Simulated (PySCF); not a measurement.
SCF from a fresh guess for triplet RuH₄, at the r2SCAN minimum. PySCF input:

```python
from pyscf import gto, scf, dft
mol = gto.M(atom='''
Ru    -0.000000     0.000000    -0.000000
H      1.621830     0.471320    -0.000000
H     -1.621830    -0.000000     0.471320
H     -1.621830     0.000000    -0.471320
H      1.621830    -0.471320     0.000000''',
    basis={'Ru': 'def2-TZVP', 'H': 'def2-TZVP'},
    ecp={'Ru': 'def2-TZVP'},
    charge=0, spin=2)
mf = dft.UKS(mol, xc='PBE')
mf.grids.atom_grid = (50, 194)
aux = {'Ru': 'def2-universal-JKFIT', 'H': 'def2-universal-JKFIT'}
mf = mf.density_fit(auxbasis=aux)
mf.conv_tol = 1e-08
mf.diis_space = 10
mf.max_cycle = 60
mf.init_guess = 'minao'
mf.verbose = 4
mf.kernel()
```

Excerpt of the output (cycles alone):

```
init E= -89.4568559007568
cycle= 1 E= -96.6056365706306  delta_E= -7.15  |g|= 1.24  |ddm|= 2.78
cycle= 2 E= -89.5508516068542  delta_E= 7.05  |g|= 2.87  |ddm|= 8.37
cycle= 3 E= -97.0170750104644  delta_E= -7.47  |g|= 0.637  |ddm|= 8.31
cycle= 4 E= -97.2114990097535  delta_E= -0.194  |g|= 0.164  |ddm|= 0.875
cycle= 5 E= -97.2269302339679  delta_E= -0.0154  |g|= 0.0223  |ddm|= 0.182
cycle= 6 E= -97.2271689145156  delta_E= -0.000239  |g|= 0.00647  |ddm|= 0.0261
cycle= 7 E= -97.2271888987101  delta_E= -2e-05  |g|= 0.00137  |ddm|= 0.00514
cycle= 8 E= -97.2271898399654  delta_E= -9.41e-07  |g|= 0.000188  |ddm|= 0.00148
cycle= 9 E= -97.2271898592741  delta_E= -1.93e-08  |g|= 8.64e-06  |ddm|= 0.000249
cycle= 10 E= -97.2271898594009  delta_E= -1.27e-10  |g|= 3.12e-06  |ddm|= 3.14e-05
Extra cycle  E= -97.227189859366  delta_E= 3.49e-11  |g|= 9.66e-06  |ddm|= 1.22e-05
converged SCF energy = -97.227189859366  <S^2> = 2.0054765  2S+1 = 3.0036488
```

No lower solution of this spin was found from smeared starts or by a stability analysis within the unrestricted form.

Other spin states or occupations of the open shell can lie lower.

The search for the lowest solution, 3 starts and the stability check together, took 17 s on 2 threads of a shared Arm Neoverse N1 host, with 64 basis functions; the process peaked at 0.4 GiB. Launch command: `OMP_NUM_THREADS=2 python axn.py task.json out`.
